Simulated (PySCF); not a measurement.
**A small calculation by hand: entropy of an ideal gas**

Si(SiH3)2 (H6Si3), SMILES [SiH3][Si][SiH3] (connectivity only; charge and spin as stated), neutral, multiplicity 1.

The structure is a stationary point at B3LYP-D3(BJ)/def2-SVP.

PySCF with B3LYP-D3(BJ)/def2-SVP gives the harmonic wavenumbers 101, 113, 150, 293, 333, 417, 418, 490, 563, 845, 874, 909, 920, 952, 955, 2154, 2155, 2187, 2191, 2205, 2208 cm⁻¹ and the rotational temperatures 0.3608, 0.1234, 0.0962 K. The molar mass is 90.30 g/mol, the symmetry number 2, the spin multiplicity 1.

Question: Work out the entropy at 298.15 K and 1 atm in the rigid-rotor, harmonic-oscillator model.

Answer: 
Translation (Sackur–Tetrode at 1 atm): S = R[1.5 ln M + 2.5 ln T − 1.16487] = 164.9 J/(mol K).
Rotation: q = (√π/σ) T^1.5/√(θA θB θC) = 69700, S = R[ln q + 3/2] = 105.2 J/(mol K).
Vibration: with u = 1.4388 ν/T, each mode gives R[u/(e^u − 1) − ln(1 − e^−u)]:
```json
[
 {"ν (cm⁻¹)": "101", "modes": "1", "u": "0.49", "S (J/(mol K))": "14.37"},
 {"ν (cm⁻¹)": "113", "modes": "1", "u": "0.55", "S (J/(mol K))": "13.46"},
 {"ν (cm⁻¹)": "150", "modes": "1", "u": "0.72", "S (J/(mol K))": "11.18"},
 {"ν (cm⁻¹)": "293", "modes": "1", "u": "1.41", "S (J/(mol K))": "6.09"},
 {"ν (cm⁻¹)": "333", "modes": "1", "u": "1.61", "S (J/(mol K))": "5.21"},
 {"ν (cm⁻¹)": "417", "modes": "1", "u": "2.01", "S (J/(mol K))": "3.77"},
 {"ν (cm⁻¹)": "418", "modes": "1", "u": "2.02", "S (J/(mol K))": "3.76"},
 {"ν (cm⁻¹)": "490", "modes": "1", "u": "2.36", "S (J/(mol K))": "2.86"},
 {"ν (cm⁻¹)": "563", "modes": "1", "u": "2.72", "S (J/(mol K))": "2.17"},
 {"ν (cm⁻¹)": "845", "modes": "1", "u": "4.08", "S (J/(mol K))": "0.73"},
 {"ν (cm⁻¹)": "874", "modes": "1", "u": "4.22", "S (J/(mol K))": "0.65"},
 {"ν (cm⁻¹)": "909", "modes": "1", "u": "4.39", "S (J/(mol K))": "0.56"},
 {"ν (cm⁻¹)": "920", "modes": "1", "u": "4.44", "S (J/(mol K))": "0.54"},
 {"ν (cm⁻¹)": "952", "modes": "1", "u": "4.59", "S (J/(mol K))": "0.47"},
 {"ν (cm⁻¹)": "955", "modes": "1", "u": "4.61", "S (J/(mol K))": "0.47"}
]
```
The stiffer modes add less than 0.005 each. Sum 66.3 J/(mol K).
Spin: R ln 1 = 0.0 J/(mol K).
Total 336.4 J/(mol K); the program's own thermochemistry gives 336.4. Translation makes up 49 % and vibration 20 %. Anharmonicity, hindered rotation and orbital degeneracy are left out.
